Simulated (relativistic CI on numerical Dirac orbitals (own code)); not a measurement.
## Hg: what numerical and physical settings do to a radial Dirac CI calculation

Reference input:

```
atom Hg  Z=80  charge=0  electrons=80
nucleus A=202  rms_radius_fm=5.4648
hamiltonian dirac-coulomb  breit=on  qed=on  c_scale=1
orbitals kli  potential=per-configuration
slater_scale 1
correlation none
mixing on
grid step=0.0125 r_max=323.6
scf mixing=0.4 start=green max_iterations=150 tolerance=2e-08 node_fill=0.05
configurations
  [Xe] 4f14 5d10 6s2
  [Xe] 4f14 5d10 6s 6p
  [Xe] 4f14 5d10 6s 6d
  [Xe] 4f14 5d10 6p2
  [Xe] 4f14 5d10 6s 7s
end
```

Computed lowest total energy -19610.64917 Ha, first excitation 29615.8 cm⁻¹, 68 SCF steps. Runs with settings changed; * marks those that are bad on purpose (the QED terms keep the true α when c is scaled):

| Changed | Outcome | Lowest level | ΔE (Ha) | First excitation (cm⁻¹) | SCF steps | Message |
| --- | --- | --- | --- | --- | --- | --- |
| node fill of the KLI weights 0.01, SCF tolerance 1e-10, SCF mixing 0.05 | converged | 6s2 1S_0 | 0.0072 | 29754.6 | 133 |  |
| start potential bare | converged | 6s2 1S_0 | 3.07e-09 | 29615.8 | 124 |  |
| grid step 0.04 | converged | 6s2 1S_0 | 0.00086 | 29615.7 | 68 |  |
| Slater scale 1.2, end of the grid at 226.52 bohr, node fill of the KLI weights 0.5 | converged | 6s2 1S_0 | 0.074 | 28799.9 | 68 |  |
| speed of light × 0.05 * | not converged |  |  |  | 1 | SCF of 1s2 2s2 2p6 3s2 3p6 3d10 4s2 4p6 4d10 4f14 5s2 5p6 5d10 6s2 stopped: an orbital could not be found |
| SCF mixing 0.001 * | not converged |  |  |  | 125 | SCF of 1s2 2s2 2p6 3s2 3p6 3d10 4s2 4p6 4d10 4f14 5s2 5p6 5d10 6s 6p did not converge |

With so few configurations and no correlation, terms lie too far apart (by 10 to 50 % near neutrality), their order can be wrong, and levels of other configurations are missing.
